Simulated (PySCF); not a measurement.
A run for PySCF: D3(BJ) and D4 dispersion corrections on H4IN (a complex), monomers drawn apart or pushed together.

```python
from pyscf import gto
from pyscf.dispersion import dftd3, dftd4

mol = gto.M(
    atom='''
    N    -0.08030723   -0.08380489    0.51713559
    H     0.15046936   -0.96815748    0.07880177
    H    -1.00252691    0.20491527    0.21117785
    H     0.59612786    0.61363946    0.22823427
    I    -0.02252384   -0.47709078    4.51192034
    H    -0.04726210   -0.30835198    2.79791016
    ''',
    basis='def2-svp',
    charge=0, spin=0, verbose=0, max_memory=1800)
d3, d4 = {}, {}
for xc in ['hf', 'pbe', 'blyp', 'revpbe', 'tpss', 'r2scan', 'b3lyp', 'pbe0', 'bhlyp', 'camb3lyp', 'b2plyp']:
    d3[xc] = float(dftd3.DFTD3Dispersion(mol, xc=xc, version='d3bj', atm=False).get_dispersion()['energy'])
    print(f'D3(BJ) {xc:10s} {d3[xc]:14.8f} Eh')
for xc in ['hf', 'pbe', 'blyp', 'revpbe', 'tpss', 'r2scan', 'b3lyp', 'pbe0', 'bhlyp', 'camb3lyp', 'b2plyp']:
    d4[xc] = float(dftd4.DFTD4Dispersion(mol, xc={'camb3lyp': 'cam-b3lyp'}.get(xc, xc), atm=True).get_dispersion()['energy'])
    print(f'D4     {xc:10s} {d4[xc]:14.8f} Eh')
```

It printed:

```
D3(BJ) hf            -0.01741636 Eh
D3(BJ) pbe           -0.00220550 Eh
D3(BJ) blyp          -0.00449480 Eh
D3(BJ) revpbe        -0.00548733 Eh
D3(BJ) tpss          -0.00279333 Eh
D3(BJ) r2scan        -0.00071106 Eh
D3(BJ) b3lyp         -0.00366747 Eh
D3(BJ) pbe0          -0.00194911 Eh
D3(BJ) bhlyp         -0.00278589 Eh
D3(BJ) camb3lyp      -0.00182658 Eh
D3(BJ) b2plyp        -0.00169893 Eh
D4     hf            -0.00542523 Eh
D4     pbe           -0.00170027 Eh
D4     blyp          -0.00355876 Eh
D4     revpbe        -0.00505499 Eh
D4     tpss          -0.00229535 Eh
D4     r2scan        -0.00050336 Eh
D4     b3lyp         -0.00266831 Eh
D4     pbe0          -0.00150412 Eh
D4     bhlyp         -0.00200985 Eh
D4     camb3lyp      -0.00155935 Eh
D4     b2plyp        -0.00123857 Eh
```

The run finished.

Cost: around 0.03 core-seconds (rough).
